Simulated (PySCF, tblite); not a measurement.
Isomers of C6H12Cl2Si. Computed with GFN2-xTB (tblite): harmonic, unscaled wavenumbers at the GFN2-xTB geometry, gas phase. The method is semi-empirical: single wavenumbers can be off by several per cent or more. Modes of hydrogen on silicon can be 10 to 20 % off. One conformer each.

Electronic energies: PBE0/pcSseg-1 single points on the GFN2-xTB geometries (PySCF, gas phase).

| SMILES | electronic energy, lowest = 0 (kJ/mol) |
| --- | --- |
| C=C(C)[Si@H](Cl)CCCCl | 0.0 |
| CC[Si@H](CCl)C1(Cl)CC1 | 150.6 |
| CC(C)=C[SiH2][C@@H](Cl)CCl | 150.5 |
| CC[C@@H]1C[C@@]1([SiH3])C(Cl)Cl | 205.5 |

**Question.** How do GFN2-xTB zero-point energies change the relative energies?

**Answer.** 
```tsv
SMILES	ZPE (kJ/mol)	of it from modes above 1550 cm⁻¹	electronic (kJ/mol)	with ZPE, lowest = 0 (kJ/mol)	lowest mode (cm⁻¹)	rings
C=C(C)[Si@H](Cl)CCCCl	428.7	221.5	0.0	0.0	24	0
CC(C)=C[SiH2][C@@H](Cl)CCl	419.3	217.0	150.5	141.1	21	0
CC[Si@H](CCl)C1(Cl)CC1	427.5	213.3	150.6	149.4	28	1
CC[C@@H]1C[C@@]1([SiH3])C(Cl)Cl	418.8	203.7	205.5	195.6	39	1
```

The zero-point energies span 9.9 kJ/mol, from `CC[C@@H]1C[C@@]1([SiH3])C(Cl)Cl` to `C=C(C)[Si@H](Cl)CCCCl`. The order is unchanged.

**Question.** And how do the electronic energies of GFN2-xTB itself compare?

**Answer.** `C=C(C)[Si@H](Cl)CCCCl` 0.0; `CC(C)=C[SiH2][C@@H](Cl)CCl` 94.8; `CC[Si@H](CCl)C1(Cl)CC1` 125.0; `CC[C@@H]1C[C@@]1([SiH3])C(Cl)Cl` 57.8 kJ/mol, lowest = 0. Against the energies above, taken from the same isomer `C=C(C)[Si@H](Cl)CCCCl`, the largest difference is 147.7 kJ/mol.
